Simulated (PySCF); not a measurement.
NICS in isomers of C6H4FN3.

NICS = −σ at a ghost point: NICS(0) at the centroid of the ring atoms, NICS(1) 1 Å to either side along the normal of their mean plane, zz for the tensor component along that normal. Level: GIAO PBE0/pcSseg-1 (PySCF, non-relativistic, gas phase) on the GFN2-xTB geometries, one conformer each. Atom numbers follow the mapped SMILES.

Problem. Order these rings by mean NICS(1)zz, lowest (most negative) first (ppm).
A. ring C5–C6–N7–N8–N9 in `[F:1][c:2]1[cH:3][cH:4][c:5]2[cH:6][n:7][n:8][n:9]2[cH:10]1`
B. ring C5–N6–N7–N8–C9 in `[F:1][c:2]1[cH:3][cH:4][c:5]2[n:6][nH:7][n:8][c:9]2[cH:10]1`
C. ring C6–N7–N8–N9–C10 in `[F:1][c:2]1[cH:3][cH:4][cH:5][c:6]2[n:7][n:8][nH:9][c:10]12`
D. ring N5–C6–C7–C8–C9–C10 in `[F:1][c:2]1[n:3][n:4][n:5]2[cH:6][cH:7][cH:8][cH:9][c:10]12`

Solution. A (-41.0), B (-39.9), C (-34.8), D (-20.9).

```
           SMILES                                                 ring  NICS(0)  NICS(1)  NICS(1)zz  HOMA  rms pucker (Å)  ring atoms with four or more neighbours
   Fc1ccc2cnnn2c1  5-membered ring with 3 N; formal bonds all aromatic    -15.7    -15.7      -41.0  0.92            0.00                                        0
Fc1ccc2n[nH]nc2c1  5-membered ring with 3 N; formal bonds all aromatic    -16.4    -15.4      -39.9  0.88            0.00                                        0
Fc1cccc2nn[nH]c12  5-membered ring with 3 N; formal bonds all aromatic    -13.9    -13.8      -34.8  0.84            0.00                                        0
   Fc1nnn2ccccc12    6-membered ring with N; formal bonds all aromatic     -7.0     -8.7      -20.9  0.85            0.00                                        0
```

NICS(0) gives another order. The isotropic NICS(1) gives the same order. Over the 4 rings with a HOMA value its correlation coefficient with NICS(1)zz is -0.64. HOMA uses Krygowski's 1993 parameters. NICS(1) and NICS(1)zz are means over the two faces.
